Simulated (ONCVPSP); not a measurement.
PBEsol ONCV dataset for rubidium, non-relativistic all-electron reference.

- Element: Rb (Z = 37)
- Generator: ONCVPSP 4.0.1
- Type: optimised norm-conserving Vanderbilt (ONCV)
- Functional: PBEsol
- Relativity: non-relativistic
- Frozen core: [Ar] 3d10
- Valence charge: 9
- Reference configuration: 4s2 4p6 5s1
- Partial waves: 4s+5s: rc 2.26 bohr, ncon 4, nbas 9, qcut 4.8 1/bohr, 2 projectors; 4p: rc 2.72 bohr, ncon 3, nbas 7, qcut 6.3 1/bohr, 2 projectors, debl 1 Ha; d scattering state at 0.3 Ha: rc 2.78 bohr, ncon 4, nbas 9, qcut 4.2 1/bohr, 2 projectors, debl 2.3 Ha
- Local potential: polynomial inside 1.54 bohr (lpopt 5, dvloc0 -1 Ha)
- Core correction: Teter function, fcfact 2, rcfact 1.1

Problem. Estimate the cutoffs (Ha) at which the residual kinetic energy of the hardest occupied pseudo-wave falls to 1 and 0.1 mHa per electron.

Solution. 8.1 Ha and 9.9 Ha.

Problem. What does a ghost test show?

Solution. No bound ghost flagged; GHOST(+) flagged for s at 91.8 eV.

Problem. Which valence shell sets the plane-wave cutoff?

Solution. 4s: 8 Ha for 1 mHa per electron, against 7 Ha for 4p.

Problem. Tests: 4s2 4p6 5s0; 4s2 4p6 5s0.5; 4s2 4p6 5s0 5p1; 4s2 4p5 5s1. Which has the largest error in its energy relative to the reference configuration, and how large is it?

Solution. 4s2 4p5 5s1, with -7.3 meV (all-electron minus pseudo) on +21.21 eV.
